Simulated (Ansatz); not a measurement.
The cluster Nb2S6⁺. Charge 1, multiplicity 2. Geometry PBE-D4/def2-SVP, that of the neutral singlet; atoms count from 1.

```xyz
8

Nb   -0.6440   -2.3390   -0.2401
Nb    0.0867    0.1354   -0.0511
S     0.0732    2.4046    1.0237
S     1.9396    1.4055    0.9021
S     1.5834   -1.9266   -0.0593
S    -1.4483   -0.9647    1.4593
S    -1.0236   -1.0043   -2.0402
S    -0.5672    2.2893   -0.9944
```

In the def2 sets Nb takes a core potential; there is no spin–orbit coupling. The structure comes from a short search, and lower isomers may exist.

Estimate the Mulliken populations from the PBE0/def2-TZVP orbitals of Ansatz.


```
atom  charge (e)  spin (α − β)  d electrons
 Nb1        0.97          0.42         3.30
 Nb2        0.82          0.30         3.28
  S3        0.15          0.06            –
  S4       -0.08          0.05            –
  S5       -0.25          0.06            –
  S6       -0.29          0.00            –
  S7       -0.25          0.06            –
  S8       -0.08          0.05            –
```
Mulliken values and Mayer orders depend strongly on the basis.

Where does the spin sit?

Summed by element: Nb 0.72, S 0.28, of 1 unpaired in all. Largest on single atoms: Nb1 0.42, Nb2 0.30, S3 0.06.

And the Mayer bond orders between bonded heavy atoms (over 0.3)?

Nb1–Nb2 0.74 (2.59 Å); Nb1–S5 1.56 (2.27 Å); Nb1–S6 1.28 (2.33 Å); Nb1–S7 1.56 (2.27 Å); Nb2–S3 0.57 (2.51 Å); Nb2–S4 1.01 (2.44 Å); Nb2–S5 0.72 (2.55 Å); Nb2–S6 1.01 (2.42 Å); Nb2–S7 0.72 (2.55 Å); Nb2–S8 1.01 (2.44 Å); S3–S4 1.11 (2.12 Å); S3–S8 1.11 (2.12 Å).
